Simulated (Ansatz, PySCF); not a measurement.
H₄Ti, SMILES [TiH4-], charge -1, multiplicity 2. Atoms are numbered in the order given.

```xyz
5

Ti     0.0000     0.0000     0.0000
H      1.1196     1.0022     1.0022
H     -1.1196     1.0022    -1.0022
H     -1.1196    -1.0022     1.0022
H      1.1196    -1.0022    -1.0022
```
Charge -1, spin multiplicity 2.

The structure is a stationary point at PBE0-D3(BJ)/def2-TZVPD. The spin state was assumed, not searched.

Two levels are set side by side: PBE-D3(BJ)/def2-TZVPD (Ansatz, a first-principles code) and PBE0-D3(BJ)/def2-TZVPD (PySCF). Each level has its own optimised geometry; the coordinates shown are those of the second. Differences are taken from unrounded values.

| quantity | PBE0-D3(BJ) |
|---|---|
| mean bond length (Å) | 1.806 |
| bond Ti1–H2 (Å) | 1.806 |
| bond Ti1–H3 (Å) | 1.806 |
| bond Ti1–H4 (Å) | 1.806 |
| bond Ti1–H5 (Å) | 1.806 |

**Question.** What does PBE-D3(BJ) give, and how far is it from PBE0-D3(BJ)? (Estimate from the structure and the level; the computed values follow.)

**Answer.** 
```json
[
 {"quantity": "mean bond length (Å)", "PBE-D3(BJ)": "1.809", "PBE-D3(BJ) minus PBE0-D3(BJ)": "0.003"},
 {"quantity": "bond Ti1–H2 (Å)", "PBE-D3(BJ)": "1.809", "PBE-D3(BJ) minus PBE0-D3(BJ)": "0.003"},
 {"quantity": "bond Ti1–H3 (Å)", "PBE-D3(BJ)": "1.809", "PBE-D3(BJ) minus PBE0-D3(BJ)": "0.003"},
 {"quantity": "bond Ti1–H4 (Å)", "PBE-D3(BJ)": "1.809", "PBE-D3(BJ) minus PBE0-D3(BJ)": "0.003"},
 {"quantity": "bond Ti1–H5 (Å)", "PBE-D3(BJ)": "1.809", "PBE-D3(BJ) minus PBE0-D3(BJ)": "0.003"}
]
```

On these quantities the two levels nearly agree.
